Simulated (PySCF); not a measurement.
MoO4, charge -3, doublet, geometry from GFN2-xTB of the parent state (such geometries of metal compounds can be far from the true shape) (a state made from the parent by changing its charge; the spin is typed, not shown lowest) (core potentials on Mo) (a gas-phase anion, which may not be bound at this level); R2SCAN/def2-SV(P) in PySCF.

The PySCF input:
```python
from pyscf import gto, scf, dft

mol = gto.Mole()
mol.atom = '''
    Mo    0.00000000   -0.00000000    0.00000000
    O     1.39196717   -0.30250817   -0.96057373
    O     0.47788879    0.29669542    1.62338530
    O    -0.83104508    1.37333660   -0.61245111
    O    -1.03881088   -1.36752385   -0.05036046
'''
mol.basis = 'def2-sv(p)'
mol.ecp = {'Mo': 'def2-sv(p)'}
mol.charge = -3
mol.spin = 1
mol.verbose = 4
mol.build()

mf = dft.ROKS(mol)
mf.xc = 'r2scan'
mf.kernel()
mf.analyze()
```

Output, abridged:

```
PySCF version 2.14.0

[INPUT] verbose = 4
[INPUT] num. atoms = 5
[INPUT] num. electrons = 49
[INPUT] charge = -3
[INPUT] spin (= nelec alpha-beta = 2S) = 1
[INPUT] symmetry False subgroup None
[INPUT] Mole.unit = angstrom
[INPUT] Symbol           X                Y                Z      unit          X                Y                Z       unit  Magmom
[INPUT]  1 Mo     0.000000000000   0.000000000000   0.000000000000 AA    0.000000000000   0.000000000000   0.000000000000 Bohr   0.0
[INPUT]  2 O      1.391967170000  -0.302508170000  -0.960573730000 AA    2.630436725686  -0.571657591743  -1.815221272152 Bohr   0.0
[INPUT]  3 O      0.477888790000   0.296695420000   1.623385300000 AA    0.903078931100   0.560673086213   3.067753611645 Bohr   0.0
[INPUT]  4 O     -0.831045080000   1.373336600000  -0.612451110000 AA   -1.570447598367   2.595230050841  -1.157364862586 Bohr   0.0
[INPUT]  5 O     -1.038810880000  -1.367523850000  -0.050360460000 AA   -1.963068058418  -2.584245545311  -0.095167476907 Bohr   0.0

nuclear repulsion = 210.414390792091
number of shells = 34
number of NR pGTOs = 146
number of NR cGTOs = 80
basis = def2-sv(p)
ecp = {'Mo': 'def2-sv(p)'}

******** <class 'pyscf.dft.roks.ROKS'> ********
method = ROKS
initial guess = minao
damping factor = 0
level_shift factor = 0
DIIS = <class 'pyscf.scf.diis.CDIIS'>
diis_start_cycle = 1
diis_space = 8
diis_damp = 0
SCF conv_tol = 1e-09
SCF conv_tol_grad = None
SCF max_cycles = 50
direct_scf = True
direct_scf_tol = 1e-13
num. doubly occ = 24  num. singly occ = 1
XC library pyscf.dft.libxc version 7.1.2
    S. Lehtola, C. Steigemann, M. J. T. Oliveira, and M. A. L. Marques,  SoftwareX 7, 1–5 (2018)
XC functionals = r2scan
    J. W. Furness, A. D. Kaplan, J. Ning, J. P. Perdew, and J. Sun,  J. Phys. Chem. Lett. 11, 8208–8215 (2020)
    J. W. Furness, A. D. Kaplan, J. Ning, J. P. Perdew, and J. Sun,  J. Phys. Chem. Lett. 11, 9248–9248 (2020)
    J. W. Furness, A. D. Kaplan, J. Ning, J. P. Perdew, and J. Sun,  J. Phys. Chem. Lett. 11, 8208–8215 (2020)
    J. W. Furness, A. D. Kaplan, J. Ning, J. P. Perdew, and J. Sun,  J. Phys. Chem. Lett. 11, 9248–9248 (2020)
radial grids:
    Treutler-Ahlrichs [JCP 102, 346 (1995); DOI:10.1063/1.469408] (M4) radial grids

becke partition: Becke, JCP 88, 2547 (1988); DOI:10.1063/1.454033
pruning grids: <function nwchem_prune>
grids dens level: 3
symmetrized grids: False
atomic radii adjust function: <function treutler_atomic_radii_adjust>
small_rho_cutoff = 0
Set gradient conv threshold to 3.16228e-05
tot grids = 78768
init E= -361.386263812438

WARN: HOMO -0.343812431504654 >= LUMO -0.343810279230008

cycle= 1 E= -367.497796789839  delta_E= -6.11  |g|=    2  |ddm|= 2.52
  HOMO = 0.655589019389679  LUMO = 0.694496787852424  gap/eV = 1.05873
cycle= 2 E= -360.822342037181  delta_E= 6.68  |g|= 4.53  |ddm|= 12.5

WARN: HOMO 0.539262437530532 >= LUMO 0.452947022496776

cycle= 3 E= -368.089908674402  delta_E= -7.27  |g|= 0.995  |ddm|= 12.4
  HOMO = 0.472490225409395  LUMO = 0.504229282947976  gap/eV = 0.86366
cycle= 4 E= -368.426619277975  delta_E= -0.337  |g|= 0.188  |ddm|= 5.54
  HOMO = 0.46437160543525  LUMO = 0.497048537871779  gap/eV = 0.88918
cycle= 5 E= -368.436047652404  delta_E= -0.00943  |g|= 0.0962  |ddm|= 1.03
  HOMO = 0.455345714857305  LUMO = 0.487771759044839  gap/eV = 0.88236
cycle= 6 E= -368.438378997963  delta_E= -0.00233  |g|= 0.0392  |ddm|= 0.193
  HOMO = 0.455480434028427  LUMO = 0.488189224813797  gap/eV = 0.89005
cycle= 7 E= -368.438739985471  delta_E= -0.000361  |g|= 0.00914  |ddm|= 0.0666
  HOMO = 0.454744521495023  LUMO = 0.487459446861239  gap/eV = 0.89022
cycle= 8 E= -368.438748875252  delta_E= -8.89e-06  |g|= 0.00785  |ddm|= 0.0191
  HOMO = 0.454614385813468  LUMO = 0.487328666360519  gap/eV = 0.89020
cycle= 9 E= -368.438762624729  delta_E= -1.37e-05  |g|= 0.00147  |ddm|= 0.0133
  HOMO = 0.45439295780379  LUMO = 0.487101784271411  gap/eV = 0.89005
cycle= 10 E= -368.43876318688  delta_E= -5.62e-07  |g|= 0.00017  |ddm|= 0.0014
  HOMO = 0.454373356627624  LUMO = 0.487080859271487  gap/eV = 0.89002
cycle= 11 E= -368.438763192361  delta_E= -5.48e-09  |g|= 7.52e-05  |ddm|= 0.000281
  HOMO = 0.454367453578463  LUMO = 0.487074804596548  gap/eV = 0.89001
cycle= 12 E= -368.438763193078  delta_E= -7.17e-10  |g|= 5.58e-05  |ddm|= 0.000197
  HOMO = 0.454367200043542  LUMO = 0.487074669751663  gap/eV = 0.89002
cycle= 13 E= -368.438763193785  delta_E= -7.08e-10  |g|= 1.24e-06  |ddm|= 8.91e-05
  HOMO = 0.454367361072606  LUMO = 0.487074829122577  gap/eV = 0.89002
Extra cycle  E= -368.438763193786  delta_E= -1.14e-13  |g|= 2.12e-06  |ddm|= 5.93e-06
converged SCF energy = -368.438763193786
**** SCF Summaries ****
Total Energy =                        -368.438763193785519
Nuclear Repulsion Energy =             210.414390792090842
One-electron Energy =                 -978.102258254569733
Two-electron Energy =                  399.249104268693429
Two-electron Coulomb Energy =          441.994778063708679
DFT Exchange-Correlation Energy =      -42.745673795015229
HOMO-LUMO gap [eV] =                     0.890015538844579
**** MO energy ****
                Roothaan           | alpha              | beta
MO #1   energy= -18.3526449023469  | -18.3528866412448  | -18.352403163449   occ= 2
MO #2   energy= -18.3526394034898  | -18.3528811440113  | -18.3523976629683  occ= 2
MO #3   energy= -18.352637799434   | -18.3528795853864  | -18.3523960134816  occ= 2
MO #4   energy= -18.352633731892   | -18.3528754753829  | -18.3523919884011  occ= 2
MO #5   energy= -2.00303075104113  | -2.00307326248807  | -2.00298823959415  occ= 2
MO #6   energy= -1.02019610920556  | -1.02024174859027  | -1.02015046982088  occ= 2
MO #7   energy= -1.02019573217336  | -1.02024140272772  | -1.020150061619    occ= 2
MO #8   energy= -1.02019461986547  | -1.0202402784855   | -1.02014896124541  occ= 2
MO #9   energy= -0.265973551465149 | -0.266346137669086 | -0.265600965330661 occ= 2
MO #10  energy= -0.248380907104224 | -0.248741980186722 | -0.248019834021737 occ= 2
MO #11  energy= -0.248378714172032 | -0.24873954912048  | -0.24801787922356  occ= 2
MO #12  energy= -0.24837657864646  | -0.248737455008421 | -0.2480157022845   occ= 2
MO #13  energy= 0.206975233430201  | 0.206210955944801  | 0.207739510915681  occ= 2
MO #14  energy= 0.206976398290438  | 0.206211617668409  | 0.207741178912482  occ= 2
MO #15  energy= 0.206976917903668  | 0.20621142356255   | 0.207742412244729  occ= 2
MO #16  energy= 0.213804254361623  | 0.213431134829113  | 0.21417737389415   occ= 2
MO #17  energy= 0.213805594566841  | 0.213434392922123  | 0.214176796211513  occ= 2
MO #18  energy= 0.281173473760759  | 0.280304265114442  | 0.282042679451973  occ= 2
MO #19  energy= 0.310505051973834  | 0.309777371070818  | 0.311232732876877  occ= 2
MO #20  energy= 0.310505457726257  | 0.3097781081154    | 0.311232807337135  occ= 2
MO #21  energy= 0.31050563959215   | 0.309778319174442  | 0.311232960009884  occ= 2
MO #22  energy= 0.331300955319634  | 0.330954592397204  | 0.331647318242076  occ= 2
MO #23  energy= 0.331303111189549  | 0.330957142220645  | 0.331649080158452  occ= 2
MO #24  energy= 0.331305337786492  | 0.330958787190883  | 0.3316518883821    occ= 2
MO #25  energy= 0.454367361072606  | 0.437674689530622  | 0.471060038594329  occ= 1
MO #26  energy= 0.487074829122577  | 0.472784066536454  | 0.50136559170835   occ= 0
MO #27  energy= 0.487078644353277  | 0.472791679143344  | 0.50136560956329   occ= 0
MO #28  energy= 0.487081068249532  | 0.472795696524681  | 0.501366439975039  occ= 0
MO #29  energy= 0.551945304888335  | 0.551649965883877  | 0.552240643892784  occ= 0
MO #30  energy= 0.551946570546388  | 0.551652490241649  | 0.552240650851122  occ= 0
MO #31  energy= 0.623845685828587  | 0.622923230958834  | 0.624768140698361  occ= 0
MO #32  energy= 0.623847947784529  | 0.622926929405997  | 0.62476896616308   occ= 0
MO #33  energy= 0.623848186058062  | 0.622928043767763  | 0.624768328348313  occ= 0

WARN: System has nonzero charge -3; the dipole moment is origin-dependent.
Location of origin: [0. 0. 0.]

Dipole moment(X, Y, Z, Debye): -0.00132,  0.00022, -0.00029
```
